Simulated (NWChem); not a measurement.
Species: CH7ClSi2; SMILES C[SiH2][SiH2]Cl

```xyz
11

Si     0.8928     0.6495     0.3195
Cl    -0.7960     1.7969    -0.1205
Si     0.3969    -1.5430    -0.3507
C     -1.2409    -2.0750     0.4089
H      1.1413     0.7568     1.7890
H      2.0570     1.2456    -0.4004
H      1.5154    -2.4488     0.0659
H      0.3226    -1.5556    -1.8455
H     -1.1638    -2.1368     1.5050
H     -1.5493    -3.0603     0.0280
H     -2.0243    -1.3432     0.1601
```
Atoms are numbered in this order, from 1.

Level: PBE0/def2-SVP (NWChem), optimised geometry, unscaled harmonic frequencies. 

| frequency (cm⁻¹) | IR intensity (km/mol) |
|---|---|
| 55 | 0.9 |
| 96 | 2.2 |
| 159 | 0.8 |
| 187 | 2.1 |
| 395 | 20.7 |
| 419 | 6.3 |
| 489 | 4.9 |
| 543 | 54.3 |
| 616 | 2.7 |
| 664 | 6.7 |
| 696 | 2.2 |
| 731 | 41.5 |
| 810 | 317.0 |
| 881 | 101.3 |
| 888 | 56.6 |
| 926 | 49.2 |
| 942 | 77.0 |
| 1262 | 15.7 |
| 1430 | 7.4 |
| 1433 | 4.1 |
| 2211 | 88.4 |
| 2221 | 49.2 |
| 2229 | 115.8 |
| 2239 | 121.2 |
| 3063 | 2.0 |
| 3172 | 0.7 |
| 3174 | 0.2 |

```yaml
zero_point_energy: 45.6 kcal/mol
thermal correction to the enthalpy at 298.15 K (with zero-point energy): 50.9 kcal/mol
heat capacity Cv: 25.4 cal/(mol K)
entropy at 298.15 K and 1 atm (symmetry number 1): 85.9 cal/(mol K)
dipole_moment: 1.58 D
```

Rigid rotor and harmonic oscillator; modes under 100 cm⁻¹ make the entropy uncertain.
